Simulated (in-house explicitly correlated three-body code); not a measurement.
Values are calculated unless marked as measured or tabulated.
**Two electrons around a charge Z: highest levels of functionals against the exact one**

The exact non-relativistic ground state comes from a variational code in 260 exponentially correlated functions, the Kohn-Sham parts from inverting its density (past Z = 6 the correlation energy is taken as exact minus Hartree-Fock, equal to within microhartrees), and self-consistent runs (Hartree-Fock is restricted) from a B-spline radial code. Z may be fractional; the second electron is bound down to Z = 0.911.

The exact Kohn-Sham level equals minus the binding energy. «Unbound» marks a run whose level isn't bound or that didn't converge.

| Z | exact (eV) | Hartree-Fock (eV) | RPBE (eV) | revTPSS (eV) | r2SCAN0 (eV) | PBE0 (eV) |
| --- | --- | --- | --- | --- | --- | --- |
| 0.915 | -0.02697 | -0.5209 | unbound | unbound | unbound | unbound |
| 1.13 | -2.299 | -2.785 | unbound | unbound | -0.2457 | -0.1186 |
| 1.295 | -4.94 | -5.401 | -0.704 | -0.9376 | -2.154 | -1.951 |
| 1.56 | -10.74 | -11.17 | -4.778 | -5.178 | -6.805 | -6.477 |
| 1.8 | ? | ? | ? | ? | ? | ? |
| 2.2 | -32.63 | -33 | -22.59 | -23.34 | -25.95 | -25.3 |
| 2.68 | -56.35 | -56.7 | -43.28 | -44.28 | -47.63 | -46.72 |
| 3.22 | -90.53 | -90.86 | -74.04 | -75.33 | -79.52 | -78.31 |
| 3.82 | ? | ? | ? | ? | ? | ? |
| 4.3 | -182.7 | -183 | -159.4 | -161.2 | -167.1 | -165.3 |

Question: What belongs in the row Z = 1.8?

Answer: exact (eV): -17.64; Hartree-Fock (eV): -18.05; RPBE (eV): -10.15; revTPSS (eV): -10.68; r2SCAN0 (eV): -12.68; PBE0 (eV): -12.23.

Question: What belongs in the row Z = 3.82?

Answer: exact (eV): -137.8; Hartree-Fock (eV): -138.1; RPBE (eV): -117.5; revTPSS (eV): -119.1; r2SCAN0 (eV): -124.3; PBE0 (eV): -122.7.

Question: Why do the levels of the functionals lie above the exact one?

Answer: Semilocal exchange-correlation potentials fall off faster than the exact −1/r, since they don't cancel the electron's repulsion by itself; hybrids restore a share of the tail, and range-separated ones all of it at long range. Hartree-Fock has the tail but lacks relaxation and correlation.
